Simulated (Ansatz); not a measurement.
F2I2Zr (`[F][Zr]([F])([I])[I]`). Charge 0, multiplicity 1. Zr, I: def2 effective core potential.

```csv
atom,x (Å),y (Å),z (Å)
F1,-0.969,-1.669,-0.482
Zr2,-0.178,-0.029,-0.023
F3,-1.530,1.262,0.157
I4,1.141,-0.286,2.316
I5,1.535,0.723,-1.967
```

(1) What are the harmonic wavenumbers in cm⁻¹ at PBE0-D4/def2-TZVP (Ansatz, finite differences of forces, unscaled)? (An estimate is asked.)

(2) Is this a minimum?

(3) Give the ideal-gas thermochemistry at 298.15 K and 1 bar (rigid rotor, harmonic oscillator; point group C2v, symmetry number 2).

(4) And at 400, 500, 600, 800 and 1000 K?

(5) Rotational constants (cm⁻¹)?

Results:

(1) Computed: 51, 100, 117, 125, 154, 229, 276, 687, 692.

(2) Yes, all 9 modes are real.

(3) Zero-point energy 14.5 kJ/mol; H(298) − E = 37.0 kJ/mol; entropy 399.8 J/(mol·K), of which translation 183.0, rotation 128.4, vibration 88.4; G(298) − E = -82.1 kJ/mol. Modes under 100 cm⁻¹ are hindered rotations or soft bends, so the harmonic entropy is rough.

(4) 
| T (K) | H − E (kJ/mol) | S (J/mol/K) | G − E (kJ/mol) |
| --- | --- | --- | --- |
| 400 | 47.0 | 428.5 | -124.4 |
| 500 | 57.2 | 451.1 | -168.4 |
| 600 | 67.5 | 470.0 | -214.5 |
| 800 | 88.5 | 500.1 | -311.6 |
| 1000 | 109.7 | 523.8 | -414.1 |

(5) 0.04011, 0.01271, 0.01074.
